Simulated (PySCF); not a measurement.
F2GeH4Si, SMILES F[SiH](F)[GeH3]. Heavy atoms are numbered as in [SiH:1]([F:2])([F:3])[GeH3:4]. Hydrogens are named by the atom that carries them.

The structure is a stationary point at PBE0-D3(BJ)/def2-SVP. This is a generated structure with no PubChem entry under its InChIKey; it may be hypothetical.

Calculation: B3LYP/pcSseg-1 (PySCF).

GIAO shieldings, no solvent; atoms alike by connectivity are averaged. δ = σ(ref) − σ: ²⁹Si against TMS (σ = 338.7 ppm); ¹⁹F against CFCl3 (σ = 161.7 ppm); ⁷³Ge against GeH4 (σ = 1631.8 ppm); ¹H against TMS (σ = 31.68 ppm), references at their B3LYP-D3(BJ)/def2-TZVP geometries, non-relativistic.

```
atoms       nucleus  count  δ (ppm)
----------  -------  -----  -------
Si1 (SiH)      ²⁹Si      1     16.9
F2              ¹⁹F      2      [?]
Ge4 (GeH3)     ⁷³Ge      1    -25.7
H on Si1         ¹H      1      [?]
H on Ge4         ¹H      3     3.75
```

**Question.** Complete the blanks. (The exact figures need the calculation; the answer reports its results.)

**Answer.** 
- F2, δ (ppm): -154.5
- H on Si1, δ (ppm): 5.98
